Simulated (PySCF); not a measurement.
Computed with M06-2X/def2-TZVP run with PySCF 2.14.0. All species are isolated molecules in the gas phase. One relaxed conformer stands for a flexible species; it need not be the lowest. 

Reference species (SMILES): `B` (neutral, multiplicity 1).

```yaml
HOMO: -11.26 eV
HOMO–LUMO gap: 10.26 eV
LUMO: -1.00 eV
```

After one change: the HOMO increases by 1.66 eV; the HOMO–LUMO gap drops by 1.04 eV; the LUMO increases by 0.62 eV.

Problem. What was changed between the two runs? The new species is one of these.
A) `BCF`
B) `[BH2][AlH2]`
C) `BC#C`
D) `BC(C)C`

Solution. D, `BC(C)C`
